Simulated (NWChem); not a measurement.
AlSi₂H₆F; SMILES [F][Al]([SiH3])[SiH3]

All runs: NWChem. Medium grid unless said otherwise, to which SCAN and Minnesota functionals are sensitive. Geometry: optimised at B3LYP/6-31G* (spherical d).

**Question.** Predict the results for r2SCAN/def2-SVP. Quantities: highest occupied level (eV); orbital gap (eV); dipole (D).

**Answer.** 
```yaml
highest occupied level (eV): -6.61
orbital gap (eV): 3.95
dipole (D): 0.96
```
